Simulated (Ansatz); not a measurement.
The molecule SiP, multiplicity 2 (the spin of the measured ground state). The T1 diagnostic near the minimum is 0.072, so single-reference values are doubtful.

The constants come from a fifth-degree fit in 1/R (seven points, main isotopes). Runs in def2 and cc sets follow the lowest solution found near the PBE0 minimum.

Run with Ansatz (a program for electronic structure) with Gaussian orbitals. Values without a source in brackets are computed.

What bond length and harmonic frequency does B97M-V/def2-TZVPP give, and what D_e (from each atom's lowest state at the same level)?

r_e = 2.072 Å, ω_e = 637 cm⁻¹, D_e = 4.14 eV.

What bond length and harmonic frequency does wB97X-V/def2-TZVPP give, and what D_e (from each atom's lowest state at the same level)?

r_e = 2.049 Å, ω_e = 676 cm⁻¹, D_e = 3.85 eV.

What bond length and harmonic frequency does wB97M-V/def2-TZVPP give, and what D_e (from each atom's lowest state at the same level)?

r_e = 2.055 Å, ω_e = 664 cm⁻¹, D_e = 3.91 eV.

Measured for the ground state: r_e 2.078 Å, ω_e 615.7 cm-1, ω_e x_e 2.34 cm-1 [NIST CCCBDB].
